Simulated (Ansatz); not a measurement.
Ligand exchange through a proton shuttle

Start structure (AlH$_{5}$Cl$_{2}$O$_{2}$, closed shell), relaxed at PBE0-D4/def2-TZVP:

```csv
atom,x (Å),y (Å),z (Å)
Al1,-1.1250,-0.0586,-0.8449
H2,0.0240,0.9491,-1.3059
Cl3,-1.3086,-1.7939,-2.0319
Cl4,-2.9359,0.8111,-0.1550
H5,0.5222,-0.2883,0.9518
O6,-0.4093,-0.6435,0.8288
H7,1.6102,0.9170,-0.1725
O8,1.8810,0.4990,0.6603
H9,-0.9581,-0.4204,1.5887
H10,2.6995,0.0283,0.4805
```

The step: AlHCl₂ ([Cl][AlH][Cl]) + H₂O + H₂O → AlHCl₂O ([OH][Al]([Cl])[Cl]) + H₂O + H₂; bonds formed: H2–H7, H5–O8; dative contacts that become bonds: Al1–O6; bonds broken: Al1–H2, H5–O6, H7–O8. Computed with Ansatz 0.2.0 (basis: def2-TZVPP and def2-QZVPP); correlated methods freeze the cores. Extrapolation: Hartree–Fock as exp(−7.88 √X), correlation as X^−2.97. Energies below are by CCSD(T) at an estimated basis limit (MP2 extrapolated from triple and quadruple zeta, plus CCSD(T) − MP2 in triple zeta).

Q: What are the electronic barrier and the energy of the step, from the start structure to the end structure? (To be estimated.)

A: The calculation gives: Barrier 14.94 kcal/mol; step energy 2.04 kcal/mol (uphill); reverse barrier, their difference, 12.89 kcal/mol. Barrier and step energy count from the start structure, the reverse barrier from the end structure.

The saddle point: One imaginary mode of 700i cm⁻¹.
```tsv
pair	start (Å)	saddle (Å)	end (Å)
Al1–O6	1.91	1.78	1.70
H2–H7	1.95	1.05	0.77
H5–O8	1.60	1.06	0.97
Al1–H2	1.60	1.71	2.03
H5–O6	1.00	1.43	1.97
H7–O8	0.97	1.19	2.04
```

Zero-point energy (harmonic, PBE0-D4): ZPE is 38.35 kcal/mol at the start and 35.70 kcal/mol at the saddle, so the barrier goes from 14.94 to 12.29 kcal/mol.

The T1 diagnostic stays at or below 0.010.

The step is the kind of ligand exchange by which a precursor binds to a hydroxyl group, or is hydrolysed, in atomic layer deposition of oxides.

Labels in which every atom is bracketed show which atoms are joined, not bond orders.

For scale, one of the runs: CCSD(T)/def2-TZVPP, 258 basis functions, launched by `ansatz run in.yaml --threads 8 --pin off --events-out ev --progress --plain --max-ram 19148MiB`. The run took 64 s on 8 CPU threads of a Oxide Virtual Turin-like (shared host), with 5.7 GiB of host memory at its peak.
